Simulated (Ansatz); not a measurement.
Consider the ligand exchange at the Si–N bond: `BN[SiH2][SiH3]` + `OBO` → `OBO[SiH2][SiH3]` + `BN`.

Computed with Ansatz on PBE0-D4/def2-TZVP structures; ΔE is electronic, products minus reactants. CBS: MP2 limit from def2 TZ/QZ plus the TZ coupled-cluster correction, frozen cores. This one scheme is used for every species. Functionals use def2-TZVPP. B3LYP here is the variant with VWN-RPA as its local correlation; programs differ in this. Each species was taken in one conformer, which may not be the lowest.

```tsv
level	ΔE (kJ/mol)
PBE	-44.4
B3LYP	-50.7
```

(1) What does CCSD(T)/CBS give? (Estimate.)

Largest T1 diagnostic among the species: 0.013.

Results:

(1) Computed: -47.3 kJ/mol. The listed levels differ from it by 2.9, -3.4 kJ/mol.

In def2-TZVPP, CCSD(T) changes the Hartree–Fock value by +7.4 kJ/mol (the triples alone add +1.0 kJ/mol) and MP2 by +8.2 kJ/mol.
